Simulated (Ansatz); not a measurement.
Calculated with Ansatz (gas phase, PBE0-D4/def2-TZVP geometries, no zero-point term in ΔE). CCSD(T)/CBS is the MP2 limit (def2-TZVPP, def2-QZVPP) plus CCSD(T) − MP2 in def2-TZVPP, frozen cores. This one scheme is used for every species. Functionals use def2-TZVPP. B3LYP here is the variant with VWN-RPA as its local correlation; programs differ in this. def2 core potentials past Kr. For Sn outer-core shells are correlated without core-valence functions, which leaves a few kJ/mol of doubt a bond. One conformer a species, not always the lowest.

Consider the ligand exchange at the Sn–C bond: `C#[C][SnH2][O]C` + CH₃SH → `C[O][SnH2][S]C` + `C#C`.

(1) Is it downhill or uphill in electronic energy at CCSD(T)/CBS, and by how much? (Best estimate.)

(2) What do these levels give: PBE-D4, r2SCAN-D4, B3LYP-D4, ωB97X-V, ωB97M-V, HF/def2-TZVPP, CCSD/def2-TZVPP, CCSD(T)/def2-TZVPP, HF/def2-QZVPP, MP2/def2-QZVPP, SCS-MP2/def2-QZVPP, HF/CBS(def2)? (An estimate is asked.)

Largest T1 diagnostic among the species: 0.014.

Results:

(1) Ansatz gave: Downhill: ΔE = -42.4 kJ/mol.

(2) Ansatz gave: PBE-D4 -47.9, r2SCAN-D4 -45.5, B3LYP-D4 -45.9, ωB97X-V -39.1, ωB97M-V -40.8, HF/def2-TZVPP -32.2, CCSD/def2-TZVPP -31.7, CCSD(T)/def2-TZVPP -32.7, HF/def2-QZVPP -32.2, MP2/def2-QZVPP -41.0, SCS-MP2/def2-QZVPP -36.9, HF/CBS(def2) -32.2 kJ/mol.

The D4 term adds −5.3 kJ/mol with B3LYP and −3.0 kJ/mol with PBE0; it sums over pairs of atoms, weighted by their polarisabilities, and B3LYP, whose exchange is more repulsive, gets the larger term.
